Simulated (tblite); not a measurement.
C4H3ClF3N.
SMILES with atom numbers: `[CH2:1]=[N:2]/[C:3]([Cl:4])=[CH:5]/[C:6]([F:7])([F:8])[F:9]` (hydrogens: H10, H11 on C1; H12 on C5)

Computed with GFN2-xTB (tblite), gas phase: L-BFGS steps from a force-field or distance-geometry start until the largest atomic force falls under 0.01 eV/Å.

Geometry at step 3:
```
atom  x, y, z in Å
C1      2.5220   -0.0387   -0.5379
N2      1.5975    0.7446   -0.2005
C3      0.4447    0.2325    0.3408
Cl4     0.6028   -0.6340    1.8299
C5     -0.7370    0.4211   -0.2529
C6     -2.0391   -0.1077    0.2243
F7     -2.0334   -1.4396    0.4119
F8     -3.0037    0.1448   -0.6727
F9     -2.4343    0.4498    1.3819
H10     3.4356    0.3510   -0.9501
H11     2.4310   -1.1202   -0.4450
H12    -0.7850    0.9956   -1.1557
```

Task: What forces act on the atoms?

Result: 
| atom | Fx (eV/Å) | Fy (eV/Å) | Fz (eV/Å) |
| --- | --- | --- | --- |
| C1 | -0.005 | 0.005 | 0.032 |
| N2 | 0.112 | -0.353 | 0.008 |
| C3 | -0.183 | 0.104 | 0.016 |
| Cl4 | -0.017 | -0.010 | -0.001 |
| C5 | 0.100 | 0.107 | -0.004 |
| C6 | 0.024 | 0.048 | -0.007 |
| F7 | -0.079 | 0.035 | 0.083 |
| F8 | -0.048 | -0.039 | 0.077 |
| F9 | -0.094 | -0.121 | 0.053 |
| H10 | 0.053 | 0.173 | -0.045 |
| H11 | 0.143 | -0.062 | 0.010 |
| H12 | -0.007 | 0.113 | -0.222 |

The largest, 0.37 eV/Å, acts on N2; the rms over all components is 0.103 eV/Å. The forces sum to zero within rounding, as they must for an isolated molecule in no field.

Task: Give the force on N2 in Eh/bohr and in nN.

Result: 0.370 eV/Å ÷ 51.422 = 0.00720 Eh/bohr, and 0.370 eV/Å × 1.602 = 0.59 nN.

Task: How far is this geometry from the end of the optimisation?

Result: 0.119 eV above it, and 0.447 Å rms away after alignment. The bonds farthest from their final lengths, with half the difference of the two atoms' forces along the bond (positive lengthens):

```csv
bond,now (Å),final (Å),force along bond (eV/Å)
C3–Cl4,1.730,1.750,+0.03
N2–C3,1.373,1.360,+0.04
C5–C6,1.484,1.494,+0.04
C5–H12,1.071,1.078,+0.10
C1–H10,1.075,1.079,+0.07
C1=N2,1.258,1.261,-0.16
```

The angle farthest from its final value is C1–N2–C3, 119.4° against 124.1°.

Of the 3 listed bonds off by 0.010 Å or more, this force points towards the final length in 2.

Hardware: one thread, Arm Neoverse N1, no GPU, shared host.
